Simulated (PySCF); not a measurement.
**IO3 at several levels of theory**

All levels use the PBE0 minimum (doublet; I–O 1.820 Å (×3); O–I–O 111.5° (×3)), basis [I def2-SVP with ECP28, O def2-SVP], scalar-relativistic core potentials, density fitting, no spin–orbit coupling, PySCF. For vertical energies the ionised species is a triplet (spins chosen at PBE0 and kept) and the electron-attached one a singlet. Atomisation goes to high-spin ground-configuration atoms, without zero-point energy. Open shells are unrestricted, also as the reference of the correlated levels. A dash marks a value that was not computed or is not defined at that level.

Z-matrix (Å, degrees; charge 0 multiplicity 2):
```
I
O  1 1.8201
O  1 1.8201 2 111.49
O  1 1.8201 2 111.49 3 -125.31
```

```csv
level,atomisation (kJ/mol),vertical IP (eV),vertical EA (eV),−ε(HOMO) (eV),dipole (D)
PBE0,509,11.54,3.67,9.33,2.53
HF,-415,9.21,3.61,12.32,2.80
MP2,–,12.04,3.65,–,–
PBE,753,11.12,3.21,7.48,2.32
B3LYP,521,11.53,3.57,8.94,2.50
r2SCAN,–,?,?,?,?
TPSSh,?,?,?,?,?
r2SCANh,–,11.55,3.61,8.67,2.50
B2PLYP,–,11.79,3.42,–,–
```

Q: Fill in the row of TPSSh.

A: atomisation (kJ/mol) 547, vertical IP (eV) 11.43, vertical EA (eV) 3.43, −ε(HOMO) (eV) 8.40, dipole (D) 2.42.

Q: Fill in the row of r2SCAN.

A: vertical IP (eV) 11.46, vertical EA (eV) 3.47, −ε(HOMO) (eV) 8.00, dipole (D) 2.43.

Spin contamination in at least one species weakens the values at: HF, MP2.

Without diffuse functions attachment energies tend to come out too low.

Spin–orbit coupling, left out here, can matter for elements this heavy.
